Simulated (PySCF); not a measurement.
# Levels of Pd⁴¹⁺ from EOM-EA-GCCSD

Reference: closed-shell Pd⁴²⁺, [He] 2s2; one electron is added. Calculated with PySCF 2.14, two-component X2C-1e with screened spin-orbit coupling, an uncontracted even-tempered set (17 s from 5 bohr⁻², ratio 2.6; 13 p from 6.5 bohr⁻², ratio 2.6; 7 d from 6.7 bohr⁻², ratio 2.8; 4 f from 130 bohr⁻², ratio 2.8); frozen nothing; the 38 highest virtual spinors dropped; of the others 50 kept and the rest restored at second order. No Breit or QED terms. Binding energies in eV.

| level | Koopmans |
| --- | --- |
| 2p1/2 | 6478.7 |
| 2p3/2 | 6297.1 |

Task: How does correlation move these levels?

Result: 2p1/2: second order 6478.4, EOM-CCSD 6475.6; 2p3/2: second order 6297.6, EOM-CCSD 6297.1.

For comparison, the ionisation energy of Pd⁴¹⁺ is 6469 ± 5 eV (semi-empirical (NIST evaluation); NIST Atomic Spectra Database, ionization energies).

Only part of the computed levels is shown.
